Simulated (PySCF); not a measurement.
C5H14OSi2.
SMILES with atom numbers: `[CH3:1][CH2:2]/[C:3](=[CH:4]/[SiH3:5])[Si@H:6]([CH3:7])[OH:8]` (hydrogens: H9, H10, H11 on C1; H12, H13 on C2; H14 on C4; H15, H16, H17 on Si5; H18 on Si6; H19, H20, H21 on C7; H22 on O8)

The same species was optimised twice, with GFN2-xTB and with PBE0-D3(BJ)/def2-SVP (PySCF), and the same property calculations (PySCF, gas phase) were run on both structures.

```
      coordinate  GFN2-xTB  PBE0-D3(BJ)/def2-SVP  change
      Si6–O8 (Å)     1.631                 1.671  +0.040
      Si6–C7 (Å)     1.901                 1.874  -0.027
       C3=C4 (Å)     1.336                 1.350  +0.014
      C4–Si5 (Å)     1.875                 1.868  -0.007
       C2–C3 (Å)     1.506                 1.510  +0.004
       C1–C2 (Å)     1.528                 1.527  -0.001
      C3–Si6 (Å)     1.901                 1.902  +0.001
    C1–C2–C3 (°)     110.3                 112.2    +1.9
   C4–C3–Si6 (°)     124.9                 123.6    -1.3
   C3–C4–Si5 (°)     129.9                 128.7    -1.2
    C2–C3–C4 (°)     119.6                 120.5    +0.9
   C2–C3–Si6 (°)     115.5                 115.9    +0.4
   C3–Si6–C7 (°)     108.8                 109.2    +0.4
   C3–Si6–O8 (°)     112.6                 112.8    +0.2
   C7–Si6–O8 (°)     112.9                 113.1    +0.2
 C1–C2–C3–C4 (°)       103                   107      +4
C2–C3–Si6–C7 (°)      -119                  -117      +2
```

Rotational constants: A = 1365, B = 1099, C = 779.1 MHz (GFN2-xTB) against A = 1385, B = 1082, C = 780.1 MHz (PBE0-D3(BJ)/def2-SVP). Point groups within 0.08 Å: C1 and C1.

On the GFN2-xTB structure: HOMO (eV) -7.56 [PBE0/pcSseg-1]; LUMO (eV) -0.78 [PBE0/pcSseg-1]; dipole (D) 1.22 [PBE0/pcSseg-1]; GIAO shielding of C1 (ppm) 168.8 [PBE0/pcSseg-1]; GIAO shielding of C2 (ppm) 143.6 [PBE0/pcSseg-1]; GIAO shielding of C3 (ppm) 4.8 [PBE0/pcSseg-1]; GIAO shielding of C4 (ppm) 52.3 [PBE0/pcSseg-1]; GIAO shielding of Si5 (ppm) 432.7 [PBE0/pcSseg-1]; GIAO shielding of Si6 (ppm) 358.6 [PBE0/pcSseg-1]; GIAO shielding of C7 (ppm) 184.7 [PBE0/pcSseg-1]; GIAO shielding of O8 (ppm) 291.9 [PBE0/pcSseg-1].

**Question.** What do these properties become on the PBE0-D3(BJ)/def2-SVP structure?

**Answer.** 
```csv
property,level,on GFN2-xTB,on PBE0-D3(BJ)/def2-SVP,change
HOMO (eV),PBE0/pcSseg-1,-7.56,-7.62,-0.06
LUMO (eV),PBE0/pcSseg-1,-0.78,-0.92,-0.14
dipole (D),PBE0/pcSseg-1,1.22,1.53,+0.31
"energy, GFN2-xTB geometry as zero (kcal/mol)",PBE0/pcSseg-1,0.0,-2.4,-2.4
GIAO shielding of C1 (ppm),PBE0/pcSseg-1,168.8,167.8,-1.0
GIAO shielding of C2 (ppm),PBE0/pcSseg-1,143.6,141.9,-1.7
GIAO shielding of C3 (ppm),PBE0/pcSseg-1,4.8,0.8,-4.0
GIAO shielding of C4 (ppm),PBE0/pcSseg-1,52.3,49.1,-3.2
GIAO shielding of Si5 (ppm),PBE0/pcSseg-1,432.7,428.2,-4.5
GIAO shielding of Si6 (ppm),PBE0/pcSseg-1,358.6,355.1,-3.5
GIAO shielding of C7 (ppm),PBE0/pcSseg-1,184.7,181.9,-2.8
GIAO shielding of O8 (ppm),PBE0/pcSseg-1,291.9,285.7,-6.2
```

The heavy atoms differ by 0.043 Å rms after alignment. Among bonds between heavy atoms Si6–O8 changes most (+0.040 Å). Changes are differences of the printed values. Neither structure is proved a minimum here.

Conformer computed: `[CH3:1][CH2:2]/[C:3](=[CH:4]/[SiH3:5])[Si@H:6]([CH3:7])[OH:8]`: C1–C2–C3–C4 107°, C2–C3–Si6–C7 -117°, H–O8–Si6–C3 57°.
